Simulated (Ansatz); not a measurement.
Total energies of Al13N13H30, a nanocrystal cut from zinc blende AlN (hydrogen-capped) from Ansatz at PBE0-D4/def2-SVP, gas phase (1 Eh = 27.2114 eV = 2625.5 kJ/mol). The reference geometry is relaxed at r2SCAN-D4/def2-SVP.

```xyz
56

Al    2.185   -1.015    0.484
Al   -0.041   -3.374    0.011
Al    0.863   -2.677    2.928
Al    0.213    0.452    2.406
Al   -2.004   -1.913    1.925
Al    1.296   -1.735   -2.588
Al    3.445    0.489   -2.092
Al    1.458    1.978   -0.014
Al    0.572    1.246   -3.083
Al   -0.674   -0.247   -0.503
Al   -2.785    1.301    1.391
Al   -1.546    2.821   -1.019
Al   -0.645    3.532    1.896
N     1.388   -2.692    1.032
N     2.636   -1.163   -1.394
N     0.560   -3.384   -1.847
N     0.759    0.278    0.566
N    -1.341   -1.944    0.107
N    -0.517   -1.275    2.889
N    -1.246    1.724    2.391
N    -3.336   -0.486    1.951
N    -0.089   -0.408   -2.327
N     1.933    1.730   -1.874
N    -0.043    3.200    0.053
N    -0.877    2.530   -2.830
N    -2.073    1.067   -0.393
H     3.478   -0.702    1.346
H    -0.646   -4.814    0.293
H     2.082   -2.270    3.868
H     0.087   -4.061    3.188
H     1.331    0.895    3.439
H    -2.762   -3.240    2.356
H     1.620   -2.035   -4.112
H     4.698    0.939   -1.219
H     3.617    0.268   -3.675
H     2.686    2.557    0.804
H     0.840    1.177   -4.646
H    -4.086    2.209    1.451
H    -2.750    3.847   -1.146
H     0.554    4.022    2.822
H    -1.975    4.427    1.777
H     2.161   -3.374    1.035
H     3.430   -1.817   -1.433
H     1.275   -4.115   -1.940
H    -0.191   -3.733   -2.453
H    -2.135   -2.251   -0.473
H    -0.764   -1.198    3.887
H    -1.506    1.854    3.379
H    -3.701   -0.416    2.909
H    -4.166   -0.776    1.421
H    -0.870   -0.698   -2.933
H     2.352    2.623   -2.171
H     0.341    4.119   -0.211
H    -0.558    3.436   -3.194
H    -1.657    2.303   -3.456
H    -2.874    0.793   -0.979
```

```
                 state   geometry  energy (Eh)
      charge 0 singlet  reference  -3879.10147
      charge 1 doublet  reference  -3878.79070
     charge -1 doublet  reference  -3879.08864
free Al atom (doublet)          –   -242.16443
 free N atom (quartet)          –    -54.47898
 free H atom (doublet)          –     -0.50029
```

Single mean-field runs in def2-SVP are fitted with def2-universal-jkfit.

(1) Work out the vertical ionisation energy to the doublet.

(2) Work out the vertical electron affinity, to the doublet.

(3) Give the fundamental gap IE − EA, the Mulliken electronegativity (IE + EA)/2 and the hardness (IE − EA)/2.

(4) What is the binding energy per atom against free atoms?

(1) E(charge 1 doublet) − E(charge 0 singlet) = -3878.79070 − (-3879.10147) = 0.31077 Eh = 8.46 eV. For comparison, −ε of the highest occupied level is 7.17 eV at this level, 1.29 eV less.

(2) E(charge 0 singlet) − E(charge -1 doublet) = -3879.10147 − (-3879.08864) = -0.01283 Eh = -0.35 eV; negative, so the extra electron isn't bound. The basis lacks diffuse functions, which makes affinities too small.

(3) From the values in Eh: IE − EA = 0.31077 − (-0.01283) = 0.32360 Eh = 8.81 eV; (IE + EA)/2 = 4.05 eV; (IE − EA)/2 = 4.40 eV. The HOMO–LUMO gap of the same run is 6.57 eV, 2.24 eV smaller than the fundamental gap.

(4) Atoms: 13 × (-242.16443) + 13 × (-54.47898) + 30 × (-0.50029) = -3871.37303 Eh. Binding: -3871.37303 − (-3879.10147) = 7.72844 Eh = 210.30 eV, or 3.76 eV for each of 56 atoms (no zero-point energy, no counterpoise term).

At PBE0-D4/def2-SVP the highest occupied level of the charge -1 doublet lies above zero (up to 1.45 eV). By energy differences it is unbound by 0.35 eV (vertical, to the charge 0 singlet, at PBE0-D4/def2-SVP) and held by the finite basis.
